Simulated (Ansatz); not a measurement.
Total energies of `[SiH2]1[SiH2][Se]1`.

Z-matrix (Å, degrees):
```
Si
Se 1 2.293
Si 1 2.256 2 60.5
H 1 1.482 2 115.3 3 113.6
H 1 1.482 2 115.3 3 -113.6
H 3 1.482 1 121.7 2 -103.1
H 3 1.482 1 121.7 2 103.1
```

The species carries charge 0 and has multiplicity 1. Correlated methods include outer-core shells of Se, which these sets cover unevenly. Scalar relativity is left out up to krypton. The geometry is a stationary point of PBE0-D4/def2-TZVP. Basis def2-TZVPP, Ansatz 0.2.0.

RPA on PBE orbitals: Hartree–Fock energy of these orbitals -2980.03017 Eh, correlation -0.87633 Eh (frozen core).

```tsv
functional	energy without D4 (Eh)	D4 term (kJ/mol)
LDA (SPW92)	-2977.21950	–
PBE	-2982.32274	-18.3
revPBE	-2982.66917	-45.4
r2SCAN	-2982.92347	-3.9
PBE0	-2982.45921	-15.5
r2SCANh	-2982.91728	-4.3
HSE06 (plane-wave form)	-2982.44881	-14.7
CAM-B3LYP	-2983.11260	-16.1
LC-ωPBE	-2982.47079	–
ωB97M-V	-2982.79817	–
```

Give the same for BLYP, B97M-V, B3LYP, r2SCAN0, BHLYP, ωB97X-V, B2PLYP, PBE-QIDH. (Best estimate.)

Ansatz gave: 
```csv
functional,energy without D4 (Eh),D4 term (kJ/mol)
BLYP,-2983.00621,-39.2
B97M-V,-2982.40295,–
B3LYP,-2983.06290,-30.2
r2SCAN0,-2982.90902,-4.8
BHLYP,-2982.96927,-27.8
ωB97X-V,-2982.67212,–
B2PLYP,-2982.36008,–
PBE-QIDH,-2981.96945,–
```

B3LYP takes the VWN-RPA correlation (the form of Gaussian; ORCA's B3LYP/G). HSE06 is the plane-wave form, built on full-range PBE exchange. The double hybrids freeze the cores in their second-order part.

LC-ωPBE has ω = 0.4 bohr⁻¹.
